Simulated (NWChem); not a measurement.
All runs are NWChem calculations. System: H$_{4}$GeN$_{2}$, charge 0, spin multiplicity 1, at a geometry optimised with B3LYP/def2-SVP. The structure started from a generated list of species. Level: PBE0/def2-SVPD.

The NWChem input:

```
start mol
memory heap 200 mb stack 900 mb global 1100 mb
geometry units angstroms nocenter noautoz
  Ge     0.000000     0.000000     0.464876
  N      1.381453     0.000000    -0.748216
  H      2.347864     0.000000    -0.437270
  H      1.310736     0.000000    -1.763237
  N     -1.381453     0.000000    -0.748216
  H     -1.310736     0.000000    -1.763237
  H     -2.347864     0.000000    -0.437270
  symmetry group C2v
end
basis spherical
  * library def2-svpd
end
dft
  xc pbe0
  semidirect memsize 60000000 filesize 0
  iterations 100
end
task dft energy
```

Part of the output:

```
             Northwest Computational Chemistry Package (NWChem) 7.3.0
             --------------------------------------------------------

                                NWChem Input Module
                                -------------------

 Scaling coordinates for geometry "geometry" by  1.889725989
 (inverse scale =  0.529177249)

 Turning off AUTOSYM since
 SYMMETRY directive was detected!

                             Geometry "geometry" -> ""
                             -------------------------

 Output coordinates in angstroms (scale by  1.889725989 to convert to a.u.)

  No.       Tag          Charge          X              Y              Z
 ---- ---------------- ---------- -------------- -------------- --------------
    1 Ge                  32.0000     0.00000000     0.00000000     0.46487600
    2 N                    7.0000     1.38145300     0.00000000    -0.74821600
    3 H                    1.0000     2.34786400     0.00000000    -0.43727000
    4 H                    1.0000     1.31073600     0.00000000    -1.76323700
    5 N                    7.0000    -1.38145300     0.00000000    -0.74821600
    6 H                    1.0000    -1.31073600     0.00000000    -1.76323700
    7 H                    1.0000    -2.34786400     0.00000000    -0.43727000

 Effective nuclear repulsion energy (a.u.)     185.2494055212

            Nuclear Dipole moment (a.u.)
            ----------------------------
        X                 Y               Z
 ---------------- ---------------- ----------------
    -0.0000000000     0.0000000000    -0.0000113384

      Symmetry information
      --------------------

 Group name             C2v
 Group number             16
 Group order               4
 No. of unique centers     4

      Symmetry unique atoms

     1    2    3    4


 Summary of "ao basis" -> "" (spherical)
 ------------------------------------------------------------------------------
       Tag                 Description            Shells   Functions and Types
 ---------------- ------------------------------  ------  ---------------------
 *                         def2-svpd                  on all atoms

                                 NWChem DFT Module
                                 -----------------

 Summary of "ao basis" -> "ao basis" (spherical)
 ------------------------------------------------------------------------------
       Tag                 Description            Shells   Functions and Types
 ---------------- ------------------------------  ------  ---------------------
 Ge                        def2-svpd                14       38   6s4p4d
 N                         def2-svpd                 8       20   4s2p2d
 H                         def2-svpd                 4        8   2s2p

 Summary of "ao basis" -> "ao basis" (spherical)
 ------------------------------------------------------------------------------
       Tag                 Description            Shells   Functions and Types
 ---------------- ------------------------------  ------  ---------------------
 Ge                        def2-svpd                14       38   6s4p4d
 N                         def2-svpd                 8       20   4s2p2d
 H                         def2-svpd                 4        8   2s2p

      Symmetry analysis of basis
      --------------------------

        a1         44
        a2         14
        b1         34
        b2         18

            General Information
            -------------------
          SCF calculation type: DFT
          Wavefunction type:  closed shell.
          No. of atoms     :     7
          No. of electrons :    50
           Alpha electrons :    25
            Beta electrons :    25
          Charge           :     0
          Spin multiplicity:     1
          Use of symmetry is: on ; symmetry adaption is: on
          Maximum number of iterations: 100
          AO basis - number of functions:   110
                     number of shells:    46
          Convergence on energy requested:  1.00D-06
          Convergence on density requested:  1.00D-05
          Convergence on gradient requested:  5.00D-04

              XC Information
              --------------
                         PBE0 Method XC Functional
                     Hartree-Fock (Exact) Exchange  0.250
          PerdewBurkeErnzerhof Exchange Functional  0.750
            Perdew 1991 LDA Correlation Functional  1.000 local
           PerdewBurkeErnz. Correlation Functional  1.000 non-local

             Grid Information
             ----------------
          Grid used for XC integration:  medium
          Radial quadrature: Mura-Knowles
          Angular quadrature: Lebedev.
          Tag              B.-S. Rad. Rad. Pts. Rad. Cut. Ang. Pts.
          ---              ---------- --------- --------- ---------
          Ge                  1.25      112           9.0       590
          N                   0.65       49          11.0       434
          H                   0.35       45          12.0       434
          Grid pruning is: on
          Number of quadrature shells:   251
          Spatial weights used:  Erf1

          Convergence Information
          -----------------------
          Convergence aids based upon iterative change in
          total energy or number of iterations.
          Levelshifting, if invoked, occurs when the
          HOMO/LUMO gap drops below (HL_TOL):  1.00D-02
          DIIS, if invoked, will attempt to extrapolate
          using up to (NFOCK): 10 stored Fock matrices.

                    Damping( 0%)  Levelshifting(0.5)       DIIS
                  --------------- ------------------- ---------------
          dE  on:    start            ASAP                start
          dE off:    2 iters        100 iters           100 iters

      Screening Tolerance Information
      -------------------------------
          Density screening/tol_rho:  1.00D-10
          AO Gaussian exp screening on grid/accAOfunc:  14
          CD Gaussian exp screening on grid/accCDfunc:  20
          XC Gaussian exp screening on grid/accXCfunc:  20
          Schwarz screening/accCoul:  1.00D-08

      Superposition of Atomic Density Guess
      -------------------------------------

 Sum of atomic energies:       -2185.52982451

      Non-variational initial energy
      ------------------------------

 Total energy =   -2186.568791
 1-e energy   =   -3412.742313
 2-e energy   =    1040.924116
 HOMO         =      -0.328431
 LUMO         =      -0.273861

      Symmetry analysis of molecular orbitals - initial
      -------------------------------------------------

  Numbering of irreducible representations:

     1 a1          2 a2          3 b1          4 b2

  Orbital symmetries:

     1 a1          2 a1          3 b1          4 a1          5 b2
     6 a1          7 b1          8 a1          9 b1         10 a1
    11 b2         12 a1         13 b1         14 a1         15 a1
    16 a2         17 b2         18 a1         19 b1         20 a1
    21 a1         22 b1         23 b1         24 b2         25 a2
    26 a1         27 b2         28 b1         29 a1         30 a1
    31 a1         32 a1         33 b1         34 b1         35 b2

------------------------------------------------------------
EAF file 0: "./mol.aoints.0" size=524288 bytes
------------------------------------------------------------
               write      read    awrite     aread      wait
               -----      ----    ------     -----      ----
     calls:        1         0         0         0         0
   data(b): 5.24e+05  0.00e+00  0.00e+00  0.00e+00
   time(s): 0.00e+00  0.00e+00  0.00e+00  0.00e+00  0.00e+00
rate(mb/s): 0.00e+00  0.00e+00
------------------------------------------------------------

   convergence    iter        energy       DeltaE   RMS-Dens  Diis-err    time
 ---------------- ----- ----------------- --------- --------- ---------  ------
 d= 0,ls=0.0,diis     1  -2186.3527103663 -2.37D+03  5.79D+01  2.44D+00     1.1
 d= 0,ls=0.0,diis     2  -2187.6874433484 -1.33D+00  2.09D-02  3.26D+00     1.2
 d= 0,ls=0.0,diis     3  -2188.1773251868 -4.90D-01  6.04D-03  4.27D-01     1.4
 d= 0,ls=0.0,diis     4  -2188.2108008080 -3.35D-02  2.14D-03  1.21D-01     1.5
 d= 0,ls=0.0,diis     5  -2188.2235199452 -1.27D-02  5.14D-04  5.92D-03     1.6
  Resetting Diis
 d= 0,ls=0.0,diis     6  -2188.2239364306 -4.16D-04  8.10D-05  2.41D-04     1.8
 d= 0,ls=0.0,diis     7  -2188.2239623017 -2.59D-05  3.30D-05  5.06D-06     1.9
 d= 0,ls=0.0,diis     8  -2188.2239620091  2.93D-07  1.71D-05  8.59D-06     2.1
 d= 0,ls=0.0,diis     9  -2188.2239628660 -8.57D-07  2.43D-06  2.07D-07     2.2

         Total DFT energy =    -2188.223962866020
      One electron energy =    -3415.543195880095
           Coulomb energy =     1136.032139525241
    Exchange-Corr. energy =      -93.962312032353
 Nuclear repulsion energy =      185.249405521187

 Numeric. integr. density =       49.999993616563

     Total iterative time =      1.9s

                  Occupations of the irreducible representations
                  ----------------------------------------------

                     irrep           alpha         beta
                     --------     --------     --------
                     a1               12.0         12.0
                     a2                2.0          2.0
                     b1                7.0          7.0
                     b2                4.0          4.0

                       DFT Final Molecular Orbital Analysis
                       ------------------------------------

 Vector   23  Occ=2.000000D+00  E=-3.016526D-01  Symmetry=b2
              MO Center= -3.6D-14, -3.0D-15, -5.7D-01, r^2= 2.8D+00
   Bfn.  Coefficient  Atom+Function         Bfn.  Coefficient  Atom+Function
  ----- ------------  ---------------      ----- ------------  ---------------
    44      0.360302  2 N  py                80      0.360302  5 N  py
    47     -0.256258  2 N  py                83     -0.256258  5 N  py
    14     -0.195476  1 Ge py                17     -0.171658  1 Ge py
    11      0.117939  1 Ge py                20     -0.042634  1 Ge d -1
    73     -0.038794  4 H  py               101     -0.038794  6 H  py

 Vector   24  Occ=2.000000D+00  E=-2.577490D-01  Symmetry=a2
              MO Center=  4.0D-14,  1.1D-15, -7.3D-01, r^2= 3.0D+00
   Bfn.  Coefficient  Atom+Function         Bfn.  Coefficient  Atom+Function
  ----- ------------  ---------------      ----- ------------  ---------------
    44      0.416297  2 N  py                80     -0.416297  5 N  py
    47     -0.309393  2 N  py                83      0.309393  5 N  py
    19      0.056231  1 Ge d -2              73     -0.049106  4 H  py
   101      0.049106  6 H  py                65     -0.045756  3 H  py
   109      0.045756  7 H  py                34     -0.040804  1 Ge d -2

 Vector   25  Occ=2.000000D+00  E=-2.538446D-01  Symmetry=a1
              MO Center= -5.3D-15,  3.2D-15,  6.8D-01, r^2= 2.5D+00
   Bfn.  Coefficient  Atom+Function         Bfn.  Coefficient  Atom+Function
  ----- ------------  ---------------      ----- ------------  ---------------
     4      0.532961  1 Ge s                 15      0.322408  1 Ge pz
     3     -0.316282  1 Ge s                 18      0.287483  1 Ge pz
     5      0.239770  1 Ge s                 12     -0.186626  1 Ge pz
    41     -0.150701  2 N  s                 45      0.150074  2 N  pz
    77     -0.150701  5 N  s                 81      0.150074  5 N  pz

 Vector   26  Occ=0.000000D+00  E=-2.686164D-02  Symmetry=b2
              MO Center=  1.5D-14,  6.9D-15,  4.8D-01, r^2= 3.3D+00
   Bfn.  Coefficient  Atom+Function         Bfn.  Coefficient  Atom+Function
  ----- ------------  ---------------      ----- ------------  ---------------
    17      0.683428  1 Ge py                14      0.415842  1 Ge py
    11     -0.232308  1 Ge py                44      0.207513  2 N  py
    80      0.207513  5 N  py                47     -0.183232  2 N  py
    83     -0.183232  5 N  py                35      0.137190  1 Ge d -1
     8      0.075072  1 Ge py                73     -0.049382  4 H  py

 Vector   27  Occ=0.000000D+00  E= 2.157840D-02  Symmetry=b1
              MO Center= -4.2D-12, -1.4D-15,  3.5D-01, r^2= 7.9D+00
   Bfn.  Coefficient  Atom+Function         Bfn.  Coefficient  Atom+Function
  ----- ------------  ---------------      ----- ------------  ---------------
    42      4.687492  2 N  s                 78     -4.687492  5 N  s
    60     -1.592029  3 H  s                104      1.592029  7 H  s
    68     -1.414398  4 H  s                 96      1.414398  6 H  s
    37     -0.764731  1 Ge d  1              16     -0.740654  1 Ge px
    64      0.560181  3 H  px               108      0.560181  7 H  px

 Vector   28  Occ=0.000000D+00  E= 2.428528D-02  Symmetry=a1
              MO Center=  4.2D-12, -1.1D-15, -1.1D+00, r^2= 9.3D+00
   Bfn.  Coefficient  Atom+Function         Bfn.  Coefficient  Atom+Function
  ----- ------------  ---------------      ----- ------------  ---------------
    42      3.629028  2 N  s                 78      3.629028  5 N  s
     5     -2.939684  1 Ge s                  6      1.560550  1 Ge s
    68     -1.372366  4 H  s                 96     -1.372366  6 H  s
    60     -1.363859  3 H  s                104     -1.363859  7 H  s
    74     -0.609644  4 H  pz               102     -0.609644  6 H  pz

 center of mass
 --------------
 x =  -0.00000000 y =   0.00000000 z =   0.16005385

 moments of inertia (a.u.)
 ------------------
         134.078466866182           0.000000000000           0.000000000000
           0.000000000000         376.987297595073           0.000000000000
           0.000000000000           0.000000000000         242.908830728891

     Multipole analysis of the density
     ---------------------------------

     L   x y z        total         alpha         beta         nuclear
     -   - - -        -----         -----         ----         -------
     0   0 0 0     -0.000000    -25.000000    -25.000000     50.000000

     1   1 0 0      0.000000      0.000000      0.000000     -0.000000
     1   0 1 0     -0.000000     -0.000000     -0.000000      0.000000
     1   0 0 1     -0.563742     -0.281865     -0.281865     -0.000011

     2   2 0 0    -18.619918    -82.835963    -82.835963    147.052007
     2   1 1 0      0.000000      0.000000      0.000000      0.000000
     2   1 0 1      0.000000      0.000000      0.000000      0.000000
     2   0 2 0    -24.071794    -12.035897    -12.035897      0.000000
     2   0 1 1      0.000000      0.000000      0.000000      0.000000
     2   0 0 2    -21.323417    -48.789088    -48.789088     76.254759

 Task  times  cpu:        2.2s     wall:        2.2s

 Total times  cpu:        2.2s     wall:        2.2s
```
